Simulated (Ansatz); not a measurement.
`CC[Si]F` + silanol → `CC[Si]O[SiH3]` + H–F at 298.15 K and 1 bar (ligand exchange at the Si–F bond).

Isolated molecules relaxed with PBE0-D4/def2-TZVP in Ansatz; ΔE leaves out vibrations. CCSD(T)/CBS is the MP2 limit (def2-TZVPP, def2-QZVPP) plus CCSD(T) − MP2 in def2-TZVPP, frozen cores. This one scheme is used for every species. Each species was taken in one conformer, which may not be the lowest.

| species | CCSD(T)/CBS energy (Eh) | H − E (kJ/mol) | S (J/(mol·K)) |
| --- | --- | --- | --- |
| `CC[Si]F` | -468.00242 | 192.7 | 323.2 |
| `O[SiH3]` | -366.69042 | 113.6 | 257.8 |
| `CC[Si]O[SiH3]` | -734.29002 | 273.0 | 383.3 |
| H–F | -100.39570 | 33.5 | 173.6 |

H − E and S are ideal-gas, rigid-rotor, harmonic terms from PBE0-D4/def2-TZVP, for one conformer and one mirror image of each species. 1 Eh = 2625.50 kJ/mol, R = 8.31446 J/(mol·K).

Task: By hand: ΔE, ΔH, ΔS and ΔG.

Result: ΔE = (-734.29002) + (-100.39570) − (-468.00242) − (-366.69042) = 0.00712 Eh = 18.7 kJ/mol. Δ(H − E) = 273.0 + 33.5 − 192.7 − 113.6 = 0.2, so ΔH = 18.9 kJ/mol. ΔS = 383.3 + 173.6 − 323.2 − 257.8 = -24.1 J/(mol·K). ΔG = 18.9 − 298.15 × (-24.1)/1000 = 26.1 kJ/mol.

Task: By hand: the equilibrium constant, and the temperature at which ΔG would vanish if ΔH and ΔS stayed fixed.

Result: log₁₀ K = −ΔG/(RT ln 10) = -4.6. ΔH and −TΔS have one sign here, so there is no such temperature.

TΔS isn't small against ΔH here. A doubt of 5 kJ/mol in ΔE shifts log₁₀ K by 0.9 here. Other conformers and mirror images would add mixing entropy, several J/(mol·K) or more a flexible species. Modes under 60 cm⁻¹, often nearly free rotors, make the harmonic entropy too high. These are equilibria of isolated gas molecules and say nothing of rates. Largest T1 diagnostic: 0.013 (customary marks: 0.02 for closed shells, 0.045 for open ones).
